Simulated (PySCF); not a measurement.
# How the method moves the HOMO and LUMO of `C#C[C@H]1[C@H]2[C@H](F)[C@@H]12`

Species: C₆H₅F.
Structure used (PBE0-D3(BJ)/def2-SVP), in Å, numbered top down from 1:
```
atom  x, y, z in Å
C1     1.9805    0.9813    1.5222
C2     1.1891    0.8591    0.6130
C3     0.2530    0.7274   -0.4869
C4    -0.1626   -0.5995   -1.0410
C5    -0.8245   -1.1345    0.1744
F6    -1.7777   -2.0696   -0.0449
C7    -1.1477    0.2327   -0.3045
H8     2.6831    1.0873    2.3278
H9     0.3541    1.5155   -1.2436
H10   -0.1240   -0.9885   -2.0572
H11   -0.2822   -1.3207    1.1120
H12   -2.1007    0.6810   -0.5807
```

Basis pcSseg-1 throughout (PySCF), one geometry. Geometry: PBE0-D3(BJ)/def2-SVP; no solvent, vibrations or thermal averaging.

Question: How do the orbital energies, the gap and the dipole change with the method?

Answer: 
```
 method                    kind  HOMO (eV)  LUMO (eV)  gap (eV)  μ (D)  SCF cycles
  B97-D                     GGA      -6.39      -0.08      6.31   1.18          15
    PBE                     GGA      -6.44      -0.18      6.26   1.15          15
  B97-2           global hybrid      -7.40       0.76      8.16   1.23          14
  B3LYP           global hybrid      -7.42       0.55      7.96   1.24          14
wB97X-D  range-separated hybrid      -9.54       2.62     12.16   1.25          14
     HF            Hartree–Fock     -10.33       4.05     14.37   1.40          12
LC-wPBE  range-separated hybrid     -10.43       3.09     13.52   1.26          14
```

The HOMO spans 4.04 eV, from B97-D down to LC-wPBE, and the gap runs from 6.26 eV (PBE) to 14.37 eV (HF). Over the methods B97-D (0 %), PBE (0 %), B97-2 (21 %), B3LYP (20 %), HF (100 %), a straight line through the gap against the share of exact exchange rises by 0.81 eV for each 10 % (correlation coefficient 1.000). The dipole ranges from 1.15 D (PBE) to 1.40 D (HF). This basis has no diffuse functions.
